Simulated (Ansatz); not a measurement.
Energy needed to pull apart HI (SMILES I), closed shell, into free ground-state atoms, from the structure below (displaced at random from a GFN2-xTB minimum); no zero-point or spin–orbit terms; open-shell atoms are treated unrestricted, in their ground-state multiplicity.

```
2
angstrom
I -0.6917 0.3643 -0.3231
H 0.8009 -0.0541 0.3683
```

Computed with Ansatz 0.2.0 (basis: def2-TZVPP); correlated methods freeze the cores. Filled d shells of the heavier atoms are correlated. Core potentials replace the inner electrons of the atoms past krypton. The def2 sets are not built for correlating such inner shells, so the correlated values are less sure here.

```csv
method,atomization energy (kJ/mol)
PBE-D4,328
r2SCAN-D4,324
B97M-V,324
PBE0-D4,320
LC-wPBE,?
wB97M-V,319
HF,212
MP2,317
CCSD,?
CCSD(T),323
```

What does LC-wPBE give? (Judge from chemistry; the value comes from the calculation.)

By the calculation: 307 kJ/mol, which is about 15 kJ/mol less than CCSD(T)/def2-TZVPP.

What does CCSD give? (An estimate is asked for; the value comes from the calculation.)

By the calculation: 316 kJ/mol, which is about 6 kJ/mol less than CCSD(T)/def2-TZVPP.

In triple zeta the MP2 and coupled-cluster atomization energies are still short of their basis limit by a few kcal/mol a bond, whereas those of the functionals are nearly converged, so these differences are not deviations from converged CCSD(T).

The T1 diagnostic stays at or below 0.008.

For scale, one of the runs: CCSD(T)/def2-TZVPP forces, 64 basis functions (an equivalent command: `ansatz run in.yaml --threads 4`). Hardware: 4 CPU threads, shared host. Wall time about 1.9 s.
